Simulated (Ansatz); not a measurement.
Program: Ansatz. Geometries: PBE0-D4/def2-TZVP. ΔE: electronic, gas phase. CCSD(T)/CBS adds triple-zeta CCSD(T) − MP2 to the extrapolated MP2 energy (def2 sets, frozen cores). This one scheme is used for every species. Functionals use def2-TZVPP. B3LYP here is the variant with VWN-RPA as its local correlation; programs differ in this. For Br, Ge outer-core shells are correlated without core-valence functions, which leaves a few kJ/mol of doubt a bond. Scalar relativity is left out up to krypton.

`B[CH]([SiH3])[GeH3]` + HBr → `B[CH]([GeH3])Br` + SiH₄  (substitution at a C–Si bond)

`B[CH]([SiH3])[GeH3]`:

Z-matrix (Å, degrees):
```
C
Si 1 1.870
Ge 1 1.996 2 107.1
B 1 1.529 2 117.1 3 -109.1
H 1 1.093 2 111.7 3 115.7
H 2 1.486 1 109.5 3 65.7
H 2 1.490 1 111.1 3 -54.3
H 2 1.488 1 110.5 3 -174.0
H 3 1.540 1 111.0 2 -148.8
H 3 1.535 1 107.2 2 92.1
H 3 1.535 1 109.5 2 -28.3
H 4 1.201 1 119.7 2 41.7
H 4 1.198 1 121.6 2 -141.9
```

HBr:

```xyz
2

Br   -0.183   -0.495   -0.475
H     0.183    0.495    0.475
```

`B[CH]([GeH3])Br`:

Z-matrix (Å, degrees):
```
C
Ge 1 2.010
Br 1 1.945 2 106.9
B 1 1.522 2 101.9 3 123.8
H 1 1.090 2 104.3 3 -113.8
H 2 1.532 1 105.5 3 51.8
H 2 1.537 1 109.6 3 171.2
H 2 1.533 1 109.3 3 -67.4
H 4 1.193 1 121.9 2 -95.2
H 4 1.199 1 117.5 2 78.9
```

SiH₄:

```xyz
5

Si    0.000    0.000    0.000
H    -0.350    1.279    0.668
H     0.425    0.271   -1.396
H    -1.185   -0.894   -0.008
H     1.110   -0.656    0.737
```

```csv
level,ΔE (kJ/mol),difference from CCSD(T)/CBS
PBE-D4,67.9,-5.3
r2SCAN-D4,72.0,-1.2
PBE0-D4,73.7,0.5
B3LYP-D4,66.1,-7.1
ωB97X-V,70.1,-3.1
ωB97M-V,73.1,-0.1
B2PLYP,66.0,-7.2
PBE,65.0,-8.2
r2SCAN,70.9,-2.3
PBE0,71.1,-2.1
B3LYP,61.8,-11.4
HF/def2-TZVPP,65.1,-8.1
MP2/def2-TZVPP,73.5,0.3
SCS-MP2/def2-TZVPP,68.7,-4.5
CCSD/def2-TZVPP,72.4,-0.8
CCSD(T)/def2-TZVPP,72.1,-1.1
HF/def2-QZVPP,65.7,-7.5
MP2/def2-QZVPP,74.4,1.2
SCS-MP2/def2-QZVPP,69.7,-3.5
HF/CBS(def2),65.8,-7.4
MP2/CBS(def2),74.6,1.4
CCSD/CBS(def2),73.5,0.3
CCSD(T)/CBS,73.2,0
```

Largest T1 diagnostic among the species: 0.012.

The D4 term adds +4.3 kJ/mol with B3LYP and +2.6 kJ/mol with PBE0; it sums over pairs of atoms, weighted by their polarisabilities, and B3LYP, whose exchange is more repulsive, gets the larger term. In def2-TZVPP, CCSD(T) changes the Hartree–Fock value by +7.0 kJ/mol (the triples alone add −0.3 kJ/mol) and MP2 by +8.5 kJ/mol.
